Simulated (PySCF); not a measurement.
## H₄TeS, singlet: data card

All numbers come from PySCF, PBE0, basis Te def2-TZVP with ECP28, S def2-TZVP, H def2-TZVP (scalar-relativistic core potentials, no spin–orbit coupling, density fitting).

The structure is a minimum.

Z-matrix (Å, degrees; charge 0 multiplicity 1):
```
Te
S  1 2.2418
H  1 1.7385 2 95.37
H  1 1.6997 2 127.62 3 -90.00
H  1 1.7385 2 95.37 3 180.00
H  1 1.6997 2 127.62 3 90.00
```

```json
{
 "Point group": "C2v",
 "Bond lengths": "Te–H 1.700 Å (×2), Te–H 1.738 Å (×2), Te–S 2.242 Å",
 "Bond angles": "H–Te–H 86.7° (×4), H–Te–H 104.8°, H–Te–H 169.3°, H–Te–S 95.4° (×2), H–Te–S 127.6° (×2)",
 "Principal polarisabilities": "47.5, 59.0, 82.6 bohr³",
 "Highest occupied level": "-6.66 eV",
 "Zero-point energy": "79.6 kJ/mol",
 "Heat capacity Cp at 298.15 K": "62.1 J/(mol K)",
 "Principal quadrupole moments (Buckingham, traceless) about the centre of mass": "-1.87, -1.84, 3.71 D Å",
 "Entropy at 298.15 K and 1 bar": "280.4 J/(mol K)",
 "Rotational symmetry number": "2",
 "Rotational constants": "1.739, 0.1225, 0.1204 cm⁻¹",
 "Atomisation energy without zero-point energy": "943 kJ/mol",
 "Lowest empty level": "-2.18 eV",
 "Enthalpy at 298.15 K above 0 K": "12.99 kJ/mol",
 "Dipole moment": "3.98 D"
}
```

Harmonic modes (masses in u: Te 129.906, S 31.972, H 1.008):
```csv
symmetry,ω (cm⁻¹),IR (km/mol),μ (u),type
b1,356,2.4,1.07,bend
a1,440,34.2,8.22,mixed
a1,531,2.0,1.11,bend
b2,580,11.7,1.09,bend
b1,854,87.7,1.03,bend
a1,913,253,1.03,bend
b2,1064,102,1.02,bend
a2,1136,0.0,1.01,bend
b2,1757,499,1.02,stretch
a1,1778,1.8,1.01,stretch
b1,1927,99.0,1.02,stretch
a1,1966,147,1.01,stretch
```

In C2v the vibrations span 3b1 + 5a1 + 3b2 + a2. The a2 mode carries no infrared intensity, as symmetry demands.

Charges (e):
```tsv
atom	Mulliken	Löwdin	polar tensor	Mayer order to Te1
Te1	0.42	0.45	1.65	–
S2	-0.47	-0.30	-0.56	1.59
H3,5	-0.02	-0.06	-0.34	0.77
H4,6	0.05	-0.01	-0.20	0.81
```

Mulliken populations on Te1 (electrons outside its core potential): s 3.64, p 9.21, d 10.67, f 0.06.

Outer orbital energies (eV). occupied: -21.45, -17.69, -12.75, -12.62, -11.16, -7.45, -7.05, -6.66; empty: -2.18, -0.77, -0.46, 1.66.

Counting electrons, tellurium keeps none of its valence electrons outside its bonds, so the VSEPR class is AX5 and the expected shape is trigonal bipyramidal; with unlike ligands the computed point group is C2v.

Other isomers or separated fragments may lie lower.

The final relaxation and frequency run took roughly 2.3 core-minutes on a shared host.
